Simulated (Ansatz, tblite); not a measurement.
# GeH2F− (SMILES [F][GeH2-]): the energy, rung by rung

The species is GeH2F− (4 atoms), meant as a singlet with charge -1. SMILES: `[F][GeH2-]`. Geometry: a GFN2-xTB relaxation, a rough one for these elements and not checked as a minimum.

```xyz
4

F     0.0837   -0.5857    1.6167
Ge    0.5517   -0.4337   -0.2626
H    -1.2546   -0.4900   -0.9925
H     0.6192    1.5094   -0.3615
```

Quantity: the energy change with the F1–Ge2 bond stretched from 1.943 to 2.914 Å, in eV. The values are calculated.

```
                     level                    kind  program  value (eV)  less FCI/STO-3G  CPU time (all runs)
                 IPEA1-xTB          semi-empirical   tblite        2.09            -1.13            under 2 s
 SVWN5/STO-3G (restricted)                     LDA   Ansatz        3.98            +0.76                2.6 s
revPBE/STO-3G (restricted)                     GGA   Ansatz        3.59            +0.37                3.3 s
 B3LYP/STO-3G (restricted)           global hybrid   Ansatz        4.09            +0.87                2.9 s
  PBE0/STO-3G (restricted)           global hybrid   Ansatz        4.19            +0.97                2.7 s
 wB97X/STO-3G (restricted)  range-separated hybrid   Ansatz        4.59            +1.37                 16 s
B2PLYP/STO-3G (restricted)           double hybrid   Ansatz        3.99            +0.77                3.3 s
   MP2/STO-3G (restricted)     perturbation theory   Ansatz        4.23            +1.01               0.42 s
  CCSD/STO-3G (restricted)   coupled cluster or CI   Ansatz        3.16            -0.06               0.57 s
                FCI/STO-3G      exact in the basis   Ansatz        3.22             0.00                  2 s
```

FCI/STO-3G is exact within its basis and frozen core, so for wave-function methods in that basis the difference is their error; functionals converge differently with the basis, so for them it is only a difference. All-electron rows without a relativistic Hamiltonian named are non-relativistic. Sets without diffuse functions describe the anion poorly. The first shape isn't each level's own minimum. The values span 2.09 to 4.59 eV. All rows use very small basis sets, so none should be taken for the real molecule's value. In the correlated wave-function rows the outer d shell of Ge is correlated, in sets not made for it. In so small a basis fixed costs decide the times, and correlated methods can beat functionals. CPU times are rough (shared hosts, several kinds of processor and program).
